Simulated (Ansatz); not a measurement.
C₂H₃AlF₂O (`C=[C](O)[Al]([F])[F]`), relaxed with RKS PBE0-D4/def2-TZVP in Ansatz 0.2.0 from a PBE-D4/def2-SVP geometry. The force threshold is 0.005 eV/Å; the program also tests the step.

Charge 0, multiplicity 1.

Start:

```xyz
9

C     0.558   -1.389   -0.205
C    -0.136   -0.242   -0.415
O    -0.894   -0.100   -1.550
Al    0.006    1.146    0.937
F    -0.837    2.571    0.684
F     0.927    0.971    2.317
H     0.530   -2.221   -0.930
H     1.170   -1.509    0.700
H    -1.325    0.773   -1.540
```

By how much does the energy fall, and how many steps does the optimiser take? (An estimate is asked.)

Computed: 5.70 kJ/mol, in 7 steps.

Which bonds change most? (An estimate is asked.)

Ansatz gave: Al4–F5 from 1.674 to 1.644 Å; Al4–F6 from 1.668 to 1.638 Å; C1–C2 from 1.357 to 1.336 Å; C1–H7 from 1.104 to 1.087 Å.

Give the relaxed structure. (Estimate.)

Ansatz gave: 
```xyz
9

C     0.550   -1.370   -0.204
C    -0.129   -0.237   -0.405
O    -0.883   -0.104   -1.537
Al    0.010    1.141    0.938
F    -0.824    2.536    0.696
F     0.919    0.965    2.290
H     0.520   -2.191   -0.916
H     1.152   -1.493    0.687
H    -1.313    0.754   -1.550
```
